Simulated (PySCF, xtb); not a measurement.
TeFBr, SMILES [Te](F)Br.

xtb with GFN2-xTB at its own geometry gives an orbital gap of 2.92 eV and a dipole moment of 5.67 D.

Coordinates come from a B3LYP-D3(BJ)/def2-TZVP optimisation. The def2 effective core potentials stand for the cores of Te; spin–orbit coupling is left out.

Question: What does PySCF with PBE0/def2-TZVPD give? (An estimate is asked for; the answer gives what the named calculation found.)

Answer: gap 3.75 eV (levels -6.71 and -2.95 eV), dipole 2.20 D.
